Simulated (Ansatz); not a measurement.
C₁₀H₇N₃, SMILES C1=CC2=CC=NC3=NC=CC(=C1)N23.

Coordinates come from a B3LYP-D3(BJ)/def2-SVP optimisation.

Two levels are set side by side: PBE/def2-SVPD (Ansatz, a quantum-chemistry and plane-wave program) and PBE0/def2-SVPD (Ansatz). Energy differences of separate SCF runs at the same geometry; the states with an electron removed or added have multiplicity 2 and 2. Differences are taken from unrounded values.

```json
[
 {"quantity": "vertical ionisation energy (eV)", "PBE0": "6.79", "PBE": "6.85", "PBE minus PBE0": "0.06"},
 {"quantity": "vertical electron affinity (eV)", "PBE0": "0.73", "PBE": "0.73", "PBE minus PBE0": "0.00"},
 {"quantity": "vertical singlet–triplet gap (eV)", "PBE0": "1.56", "PBE": "1.50", "PBE minus PBE0": "-0.06"}
]
```
